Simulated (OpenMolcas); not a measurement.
## 3d2 ions of rising charge with 6 ammonia ligands in octahedral coordination

* Program: OpenMolcas 26.06
* Method: SS-CASPT2, IPEA 0.25 Eh, imaginary shift 0.1 Eh
* Spin-orbit coupling: state interaction with AMFI integrals over the reference wave functions

The d shell is active; CASPT2 correlates the ligand valence shells and the outer metal core. Anionic complexes are neutralised by point charges behind the ligands. Distances were set from a Shannon-type radius of the metal (high-spin where two are listed, low-spin for CN, NH3 and NCH) plus a fixed donor radius (NH3 1.42 Å). Ligand basis ANO-RCC-VDZP, DKH2 Hamiltonian. Energies in cm-1 above the lowest state or level, χT in cm3 K/mol. Spin-only χT is S(S+1) / 2 for the spin of the ground state.

| Ion | Shell | R (Å) | Metal basis | Ground state | First state of that spin | First gap with spin-orbit (degeneracies) | χT at 300 K | First state of another spin | Spin-only χT |
| --- | --- | --- | --- | --- | --- | --- | --- | --- | --- |
| Ti2+ | 3d2 | 2.28 | ANO-RCC-VDZP | 2S+1 = 3 | 340 | 60 (2, 2) | 1.089 | 2S+1 = 1: 8220 | 1.000 |
| V3+ | 3d2 | 2.06 | ANO-RCC-VDZP | 2S+1 = 3 | 220 | 67 (2, 2) | 0.918 | 2S+1 = 1: 9890 | 1.000 |
| Cr4+ | 3d2 | 1.97 | ANO-RCC-VDZP | 2S+1 = 3 | 180 | 66 (2, 2) | 0.773 | 2S+1 = 1: 10390 | 1.000 |

χT departs most from the spin-only value for Cr4+, by -0.227 cm3 K/mol.

Roots that are degenerate in the reference are averaged as groups; the widest CASPT2 spread within a group is 61 cm-1 (the 2-fold group of multiplicity 3 near 44200 cm-1 above the lowest state of its run, Cr4+). Shifts and gaps below about the spread of the groups concerned are not significant. Over all roots computed the reference weight is 0.69 to 0.70 in Ti2+, 0.69 to 0.71 in V3+, 0.67 to 0.70 in Cr4+; a low but even weight reflects the number of correlated electrons. An orbital doublet at a regular site is open to a Jahn-Teller distortion, which this geometry leaves out. Ligand-to-metal charge-transfer states are missing. With no ligand orbital active B as a rule stays too high, so bands that hang on it stand too high and its fall with covalency is understated. With one d shell and no ligand orbital active, 10Dq can be off by tens of per cent for divalent 3d ions, low with halides held by bare charges and at times high in hosts (holds for Ti2+). The least metal-like active orbital is 84 % on the metal (Löwdin) and no ligand orbital is active, so the numbers are rough (holds for V3+). With one d shell and no ligand orbital active, 10Dq can be off by a tenth or more (holds for V3+; Cr4+). The least metal-like active orbital is 72 % on the metal (Löwdin) and no ligand orbital is active, so the numbers are rough (holds for Cr4+). No measured value stands beside these numbers; the geometry was imposed, not optimised, and the real ion may take another.

A state without a sure symmetry label is named by its multiplicity alone.
